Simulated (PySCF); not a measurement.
A structure optimised at PBE0-D3(BJ)/def2-SVP (Å):
```
atom  x, y, z in Å
C1    -2.5573   -0.6856    0.4441
C2    -1.6583   -0.2187   -0.6943
C3    -0.2266   -0.0508   -0.2623
C4     0.4238    1.1874   -0.3242
C5     1.7460    1.2814    0.1007
C6     2.3801    0.1377    0.5765
C7     1.6489   -1.0500    0.6016
N8     0.3877   -1.1454    0.1976
H9    -3.5863   -0.8588    0.0949
H10   -2.1684   -1.6234    0.8666
H11   -2.5929    0.0599    1.2538
H12   -1.6795   -0.9671   -1.5046
H13   -2.0287    0.7263   -1.1215
H14   -0.1063    2.0642   -0.7033
H15    2.2740    2.2378    0.0614
H16    3.4159    0.1600    0.9214
H17    2.1136   -1.9732    0.9688
```

Charge 0, singlet.

Task: Read off the bonds between heavy atoms and their formal orders.

Result: C1–C2 1.52 Å (single); C2–C3 1.50 Å (single); C3–C4 1.40 Å (aromatic); C4–C5 1.39 Å (aromatic); C5–C6 1.39 Å (aromatic); C6–C7 1.39 Å (aromatic); C7–N8 1.33 Å (aromatic); C3–N8 1.34 Å (aromatic). Bonds to hydrogen (Å): C1–H9 1.10; C1–H10 1.10; C1–H11 1.10; C2–H12 1.10; C2–H13 1.10; C4–H14 1.09; C5–H15 1.09; C6–H16 1.09; C7–H17 1.10.

Task: Give the structure as a SMILES string.

Result: `CCc1ccccn1`, C7H9N, 2-ethylpyridine.

Task: Name the point group.

Result: C1 (no symmetry element, even within 0.4 Å).

Task: Which rings does it hold (smallest set)?

Result: C3–C4–C5–C6–C7–N8 (6 members, 0.00 Å rms from planarity).

Task: Classify the heavy atoms.

Result: C1: methyl carbon; C2: benzylic-type carbon; C3: substituted aromatic carbon; C4: aromatic CH carbon; C5: aromatic CH carbon; C6: aromatic CH carbon; C7: aromatic CH next to a ring nitrogen; N8: pyridine-type nitrogen.

Task: What is the arrangement about C6?

Result: It has 3 neighbours (C5, C7, H16) and is planar (angles 121.6°, 120.6° and 117.8°, sum 360.0°, 0.00 Å off the plane of its three neighbours).

Task: What is the arrangement about C4?

Result: It has 3 neighbours (C3, C5, H14) and is planar (angles 120.8°, 120.0° and 119.2°, sum 360.0°, 0.00 Å off the plane of its three neighbours).

These are computed values.
